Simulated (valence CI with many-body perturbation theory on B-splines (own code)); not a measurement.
Energy levels of Sr VIII

Computed by relativistic CI+MBPT: three valence electrons over a frozen Dirac-Fock core [Ar] 3d10, a basis of 11 s, 11 p, 9 d, 7 f, 5 g, 2 h, 1 i functions for each j, with the one-electron correlation potential Σ1, the two-electron term Σ2, the three-electron term Σ3, Breit, model QED; selected CI, second order for the rest, scaled by the run's own slope (own B-spline code, finite nucleus).

Against 9 measured levels this calculation errs by 104 cm⁻¹ on average and by 168 at most. These come from a selection out of Sansonetti, J. Phys. Chem. Ref. Data 41, 013102 (2012). Levels without a partner in it may be off by more.

Levels 1 to 45 of 74, with energies above the lowest level, 4s²4p ²P°_1/2. "Leading %" is the weight of the configuration and term that name the level; weights of strongly mixed levels are sums over their largest components and can fall short. Lifetimes count E1, E2, E3, M1 and M2 decay at the calculated energies, and are blank where another channel may lead or the interval is too uncertain; long ones can be off by a factor of two.

```
No.  Configuration  Term    J  E (cm⁻¹)  Leading %  Second component      g  Lifetime
  1          4s²4p   ²P°  1/2         0         98                    0.665          
  2          4s²4p   ²P°  3/2     13193         98                    1.334   48.2 ms
  3          4s4p²    ⁴P  1/2    136840         98                    2.655   23.0 ns
  4          4s4p²    ⁴P  3/2    142560         99                    1.731    125 ns
  5          4s4p²    ⁴P  5/2    149190         96                    1.586   28.4 ns
  6          4s4p²    ²D  3/2    179980         90      7 % 4s²4d ²D  0.809    470 ps
  7          4s4p²    ²D  5/2    182070         88      7 % 4s²4d ²D  1.214    658 ps
  8          4s4p²    ²S  1/2    211470         64     32 % 4s4p² ²P  1.574   76.1 ps
  9          4s4p²    ²P  1/2    225980         65     32 % 4s4p² ²S  1.108   52.3 ps
 10          4s4p²    ²P  3/2    230680         96                    1.327   40.4 ps
 11          4s²4d    ²D  3/2    289450         90      7 % 4s4p² ²D  0.800   24.7 ps
 12          4s²4d    ²D  5/2    291160         90      6 % 4s4p² ²D  1.200   26.9 ps
 13            4p³   ⁴S°  3/2    347070         41      37 % 4p³ ²D°  1.364   85.7 ps
 14            4p³   ⁴S°  3/2    351590         53      37 % 4p³ ²D°  1.438   74.5 ps
 15            4p³   ²D°  5/2    352290         80   19 % 4s4p4d ²D°  1.200    262 ps
 16            4p³   ²P°  1/2    381630         86   11 % 4s4p4d ²P°  0.665   94.8 ps
 17            4p³   ²P°  3/2    385680         74    9 % 4s4p4d ²P°  1.331   96.2 ps
 18         4s4p4d   ⁴F°  3/2    401690         97                    0.409   2.05 ns
 19         4s4p4d   ⁴F°  5/2    404480         97                    1.033   1.49 ns
 20         4s4p4d   ⁴F°  7/2    408710         97                    1.241   1.35 ns
 21         4s4p4d   ⁴F°  9/2    414850         99                    1.334          
 22          4s²5s    ²S  1/2    415870         97                    2.002   23.7 ps
 23         4s4p4d   ⁴P°  5/2    426220         67   22 % 4s4p4d ⁴D°  1.510   33.1 ps
 24         4s4p4d   ⁴D°  3/2    428260         52   44 % 4s4p4d ⁴P°  1.425   26.6 ps
 25         4s4p4d   ⁴D°  1/2    429620         82   16 % 4s4p4d ⁴P°  0.434   22.3 ps
 26         4s4p4d   ⁴P°  1/2    436010         83   16 % 4s4p4d ⁴D°  2.238   32.0 ps
 27         4s4p4d   ⁴P°  3/2    436640         50   46 % 4s4p4d ⁴D°  1.455   26.9 ps
 28         4s4p4d   ⁴D°  7/2    436770         96                    1.423   22.1 ps
 29         4s4p4d   ⁴D°  5/2    436850         74   16 % 4s4p4d ⁴P°  1.390   23.7 ps
 30         4s4p4d   ²D°  3/2    440350         80      11 % 4p³ ²D°  0.849   34.9 ps
 31         4s4p4d   ²D°  5/2    441170         66   16 % 4s4p4d ⁴P°  1.244   36.8 ps
 32         4s4p4d   ²F°  5/2    452810         91    6 % 4s4p4d ²D°  0.882   62.7 ps
 33         4s4p4d   ²F°  7/2    462910         97                    1.143   70.5 ps
 34         4s4p4d   ²F°  7/2    473300         65    32 % 4s²4f ²F°  1.146   27.5 ps
 35         4s4p4d   ²F°  5/2    474470         63    34 % 4s²4f ²F°  0.859   29.1 ps
 36         4s4p4d   ²P°  3/2    478430         61    21 % 4s²5p ²P°  1.307   29.3 ps
 37          4s²5p   ²P°  1/2    479220         80   14 % 4s4p4d ²P°  0.666   72.5 ps
 38          4s²5p   ²P°  3/2    487170         74   18 % 4s4p4d ²P°  1.319   49.4 ps
 39         4s4p4d   ²P°  1/2    487720         75    15 % 4s²5p ²P°  0.664   28.6 ps
 40         4s4p4d   ²P°  1/2    501710         91                    0.663   20.1 ps
 41         4s4p4d   ²D°  3/2    502720         55   38 % 4s4p4d ²P°  1.013   17.4 ps
 42         4s4p4d   ²P°  3/2    504280         62   29 % 4s4p4d ²D°  1.158   18.1 ps
 43         4s4p4d   ²D°  5/2    505070         88       8 % 4p³ ²D°  1.197   14.9 ps
 44          4s²4f   ²F°  7/2    532350         64   32 % 4s4p4d ²F°  1.143   17.5 ps
 45          4s²4f   ²F°  5/2    533090         63   34 % 4s4p4d ²F°  0.857   16.8 ps
```

Names give the largest LS component (configuration and term), which can be under half, so a name can repeat, a term be missing and a line seem to break the LS rules; names also repeat where a configuration has a term twice.

Where two levels of one J and parity lie close, their mixing, g and order are uncertain.

The ionisation energy to 4s² ¹S0 of the next ion comes out as 121.71 eV (NIST: 121.21 ± 0.06 eV (semi-empirical), further off than twice its uncertainty). All 74 levels together are meant to be complete up to 631280 cm⁻¹.
